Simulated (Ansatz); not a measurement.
Input and output for Cl2H4OSi2, SMILES `O[Si]([SiH3])(Cl)Cl`.

```yaml
crystal:
  periodic: [false, false, false]
  atoms:
    - {symbol: O, position_ang: [-1.582803, 1.098694, 0.101236]}
    - {symbol: Si, position_ang: [-0.238606, 0.504071, -0.597737]}
    - {symbol: Si, position_ang: [0.758974, -1.022233, 0.850912]}
    - {symbol: Cl, position_ang: [-0.711299, -0.393107, -2.385614]}
    - {symbol: Cl, position_ang: [1.057910, 2.034619, -1.046606]}
    - {symbol: H, position_ang: [-2.108195, 1.747352, -0.373078]}
    - {symbol: H, position_ang: [1.979153, -1.551690, 0.191735]}
    - {symbol: H, position_ang: [-0.190033, -2.130322, 1.127075]}
    - {symbol: H, position_ang: [1.123399, -0.333684, 2.114975]}
basis:
  gaussian: {orbitals: def2-TZVP, nuclear_model: gaussian}
hamiltonian: {xc: {name: rPW86-PBE}}
output: {forces: true}
```

```sh
$ ansatz run in.yaml --threads 4 --pin off --events-out ev --progress --plain --max-ram 10444MiB
```

Shortened log:

```
Functional definition: rPW86-PBE
1343 factors; their error is unknown
mean field evaluation 1: about -42952.1011 eV, gradient 6.8e1 eV
mean field evaluation 2: about -42909.5682 eV, gradient 1.5e2 eV
mean field evaluation 4: about -42959.5680 eV, gradient 9.2e0 eV
mean field evaluation 8: about -42959.7347 eV, gradient 2.3e-1 eV
mean field evaluation 16: about -42959.7186 eV, gradient 1.4e-4 eV
mean field -42959.71859411 eV, -1578.7405391903 hartree, gradient 3.0e-5 eV, S^2 0.000000; 0 other end points of the search recorded, 0 dependent functions left out
reference -42959.71871533 eV, -1578.7405436450 hartree; 37, 37 occupied and 166, 166 virtual orbitals, 1343 factors
Total energy: -42959.71871533 eV, -1578.7405436450 hartree
Atom 0 at    -1.582803     1.098694     0.101236 Å, force    -0.348796    -0.073037     0.590020 eV/Å
Atom 1 at    -0.238606     0.504071    -0.597737 Å, force     0.355478    -0.301628     0.077368 eV/Å
Atom 2 at     0.758974    -1.022233     0.850912 Å, force     0.012003    -0.040828     0.059273 eV/Å
Atom 3 at    -0.711299    -0.393107    -2.385614 Å, force    -0.126297    -0.260197    -0.474464 eV/Å
Atom 4 at     1.057910     2.034619    -1.046606 Å, force     0.361716     0.408438    -0.105649 eV/Å
Atom 5 at    -2.108195     1.747352    -0.373078 Å, force    -0.309742     0.352547    -0.226892 eV/Å
Atom 6 at     1.979153    -1.551690     0.191735 Å, force     0.063660    -0.034091    -0.022812 eV/Å
Atom 7 at    -0.190033    -2.130322     1.127075 Å, force    -0.035938    -0.069291     0.027398 eV/Å
Atom 8 at     1.123399    -0.333684     2.114975 Å, force     0.027916     0.018088     0.075759 eV/Å
Dipole moment:    -0.143121     0.046523     0.106799 e Å
```

It took 3.7 s on 4 threads of an Intel Xeon on a shared host, with 0.54 GiB of host memory at the peak.
